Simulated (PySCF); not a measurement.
Gas-phase reaction: 3 MoF6 + 2 O3 → 3 MoOF4 + 3 F2O

Energies from PySCF (xtb for GFN2), thermal terms from the rigid-rotor harmonic-oscillator model, ideal gas at 1 bar. † marks an energy on the PBE0/def2-TZVP geometry and frequencies; other levels use their own. MP2 freezes the core. All species are closed-shell singlets. Mo: scalar-relativistic def2 core potential, no spin-orbit coupling. MP2 isn't extrapolated to the basis-set limit. Strong static correlation: O3.

```csv
level,"ΔH°(298 K), kJ"
BLYP/def2-TZVP†,593
GFN2-xTB,?
HF/def2-TZVP†,316
MP2/def2-SVP†,525
MP2/def2-TZVPP†,?
PBE/def2-SVP,712
PBE/def2-TZVP†,618
PBE0/def2-QZVP†,?
r2SCAN/def2-TZVP†,642
ωB97M-V/def2-TZVP†,?
ωB97X-V/def2-TZVP†,512
```

Task: Complete the blanks.

Result: 
- GFN2-xTB, ΔH°(298 K), kJ: 1059
- MP2/def2-TZVPP†, ΔH°(298 K), kJ: 525
- PBE0/def2-QZVP†, ΔH°(298 K), kJ: 576
- ωB97M-V/def2-TZVP†, ΔH°(298 K), kJ: 506
